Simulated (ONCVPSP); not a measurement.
**Which change was made? (Sb, ONCV)**

- Element: Sb (Z = 51)
- Generator: ONCVPSP 4.0.1
- Type: optimised norm-conserving Vanderbilt (ONCV)
- Functional: PBE
- Relativity: scalar-relativistic
- Frozen core: [Kr]
- Valence charge: 15
- Reference configuration: 4d10 5s2 5p3
- Partial waves: 5s: rc 1.95 bohr, ncon 4, nbas 9, qcut 3.2 1/bohr, 2 projectors, debl 1.6 Ha; 5p: rc 2.10 bohr, ncon 5, nbas 10, qcut 3.5 1/bohr, 2 projectors, debl 2.9 Ha; 4d: rc 1.10 bohr, ncon 4, nbas 8, qcut 7.6 1/bohr, 2 projectors, debl 0.3 Ha
- Local potential: polynomial inside 0.85 bohr (lpopt 5, dvloc0 -1 Ha)
- Core correction: Teter function, fcfact 1.75, rcfact 1.1

In the d channel the program set the typed energies aside and used -1.231, 0.250 Ha.

Cutoffs, loose and tight: the cutoffs (Ha) at which the residual kinetic energy of the hardest occupied pseudo-wave falls to 1 and 0.1 mHa per electron. They do not see the model core or the augmentation charge, which bear on the density cutoff. Test errors are all-electron minus pseudo excitation energies from the reference, over the configurations 4d10 5s2 5p2; 4d10 5s2 5p1; 4d10 5s2 5p0; 4d9 5s2 5p3; variants that change the core or the reference have their own tests.

The base gives: outcome: generated, projector energies reset by the program; cutoff, loose: 172 Ha; cutoff, tight: 201 Ha; bound ghosts: s, p, d; GHOST(+) flags above zero: s; largest test error (meV): -196.

**Question.** After one change the result is: outcome: generated, projector energies reset by the program; cutoff, loose: 172 Ha; cutoff, tight: 201 Ha; bound ghosts: s, d; GHOST(+) flags above zero: s, p; largest test error (meV): -196. Which change was it?
A. reference 4d10 5s2 5p2.75
B. p: nproj 3
C. core [Ar] 3d10, valence charge 23; reference 4s2 4p6 4d10 5s2 5p1.5; waves now 4s+5s: rc 1.45 bohr, ncon 5, nbas 10, qcut 8.5 1/bohr, 3 projectors, debl 3 Ha; 4p+5p: rc 1.55 bohr, ncon 3, nbas 7, qcut 6.9 1/bohr, 2 projectors; 4d: rc 1.35 bohr, ncon 5, nbas 10, qcut 11.9 1/bohr, local; local potential the d channel

**Answer.** B. The others give: reference 4d10 5s2 5p2.75 → outcome: generated, projector energies reset by the program; cutoff, loose: 172 Ha; cutoff, tight: 201 Ha; bound ghosts: s, p, d; GHOST(+) flags above zero: s; largest test error (meV): +56 | core [Ar] 3d10, valence charge 23; reference 4s2 4p6 4d10 5s2 5p1.5; waves now 4s+5s: rc 1.45 bohr, ncon 5, nbas 10, qcut 8.5 1/bohr, 3 projectors, debl 3 Ha; 4p+5p: rc 1.55 bohr, ncon 3, nbas 7, qcut 6.9 1/bohr, 2 projectors; 4d: rc 1.35 bohr, ncon 5, nbas 10, qcut 11.9 1/bohr, local; local potential the d channel → outcome: generated; cutoff, loose: 47 Ha; cutoff, tight: 56 Ha; bound ghosts: none; GHOST(+) flags above zero: s, p; largest test error (meV): +3.8.
